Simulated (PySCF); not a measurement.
C5H8O, SMILES OC1CC=CC1. Heavy atoms are numbered as in [OH:1][CH:2]1[CH2:3][CH:4]=[CH:5][CH2:6]1. Hydrogens are named by the atom that carries them.

Coordinates come from a B3LYP-D3(BJ)/def2-SVP optimisation. One conformer was computed; it need not be the lowest.

These are B3LYP/def2-TZVP (PySCF) values and carry that method's errors.

ESP charges are fitted to the potential on shells at 1.4 to 2.0 van der Waals radii. Atomic charges (e), one atom of each kind:

```
atom      ESP fit  meta-Löwdin  Löwdin
--------  -------  -----------  ------
O1 (OH)     -0.62        -0.54   -0.01
C2 (CH)      0.25         0.14   -0.32
C3 (CH2)    -0.11        -0.22   -0.23
C4 (CH)     -0.20        -0.14   -0.17
H on O1      0.40         0.33    0.18
H on C2      0.06         0.11    0.14
H on C3      0.07         0.11    0.14
H on C4      0.13         0.12    0.13
```

Give the Mayer and Wiberg (Löwdin basis) orders of the bonds. (The exact figures need the calculation; the answer reports its results.)


```csv
bond,Mayer,Wiberg
O1–C2,1.01,1.55
C2–C3,0.97,1.13
C3–C4,0.97,1.20
C4–C5,1.86,2.00
C2–C6,0.97,1.13
C5–C6,0.97,1.20
```
